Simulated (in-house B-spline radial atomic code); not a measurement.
**RPA and G0W0 on r2SCAN0: the iodine ion I⁷⁺**

Configuration [Kr] 4d10, mean-field start r2SCAN0. Computed with an all-electron radial atomic-structure program (B-spline basis): all electrons, non-relativistic, point nucleus, each spin shell either full or empty, empty states to l = 9 with an (l + 1/2)⁻⁴ tail; G0W0 by contour deformation at full frequency.

Without relativity these are model numbers: it shifts the levels of so heavy an element strongly and can reorder them.

Command:
```bash
python run_gw.py task.json out
```
Settings (radii: box in bohr, nucleus in fm):
```
Z                        53
electrons                46
configuration            [Kr] 4d10
hamiltonian              nr
method                   r2scan0
lmax                     9
spin_polarised           False
box_radius               8.41
intervals                51
```

Time taken, with all properties: 2.8 s on 1 thread of Arm Neoverse N1 (shared host).

Energies (hartree):

```json
{"term": "mean-field total", "value": "-6909.41317"}
{"term": "Hartree-Fock functional on these orbitals", "value": "-6907.01662"}
{"term": "direct second order", "value": "-3.9121"}
{"term": "second-order exchange", "value": "1.0786"}
{"term": "SOSEX correction", "value": "1.0203"}
```

Problem. What is the RPA correlation energy, and what remains with SOSEX?

Solution. RPA gives -3.5279 hartree (-2.09 eV per electron); RPA + SOSEX gives -2.5075, and the second-order doubles -2.8336 hartree (no singles). RPA lacks exchange-type terms and so overcorrelates at short range.

Quasi-particle levels (eV):

| level | occupied | mean field | Σx - vxc | Σc | QP weight | G0W0 |
| --- | --- | --- | --- | --- | --- | --- |
| 4d | yes | -145.11 | -8.14 | ? | ? | ? |
| 3d | yes | -721.05 | -30.15 | 13.65 | 0.887 | -737.55 |
| 5s | no | -88.10 | 5.37 | -2.02 | 0.986 | -84.76 |

G0W0 = mean field + (Σx - vxc) + Σc, with Σc (partial-wave tail included) taken at the quasi-particle energy. Only the outer levels were computed. Levels of low weight are left out.

Problem. Where does G0W0 put 4d?

Solution. At -153.23 eV, with Σc = 0.01 eV and a quasi-particle weight of 0.970. The tabulated removal energy is 150.81 ± 0.1 eV (NIST, measured); the calculation leaves out relativity, Breit and QED terms, and what these don't explain is the method's own error.
